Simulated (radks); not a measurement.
These are the eigenvalues of the occupied orbitals of an atom or ion with whole-number occupations (eV). Calculated with a radial shooting solver on a logarithmic mesh with Libxc functionals: scalar-relativistic Kohn-Sham, LDA (Slater exchange, Perdew-Wang correlation), spin-polarised, spherical densities, finite nucleus; Fermi nuclear charge, rms radius of each element as measured or else 0.836 A^(1/3) + 0.57 fm.

1s up: -38746.66
1s down: -38746.59
2s up: -6201.744
2s down: -6201.700
2p up: -5565.683
2p down: -5565.621
3s up: -1356.168
3s down: -1356.102
3p up: -1152.975
3p down: -1152.902
3d up: -860.1038
3d down: -860.0356
4s up: -303.7679
4s down: -303.6307
4p up: -237.5725
4p down: -237.4233
4d up: -141.7032
4d down: -141.5081
5s up: -75.1807
5s down: -74.4146
5p up: -57.5959
5p down: -56.8269

Which element is it, and in what charge state? The configuration may be excited. Open shells, if any, are filled with parallel spins first.

Answer. Z = 57, lanthanum, charge +4: La4+ in [Kr] 4d10 5s2 5p5. The list shows which subshells hold electrons but not how many an open one holds; the 1s level, -1423.9 hartree, gives Z - s = 53.4 by -(Z - s)^2/2, which with screening and relativity narrows Z to a few neighbours, and the depths of the outer levels then fix element, charge and occupations together.
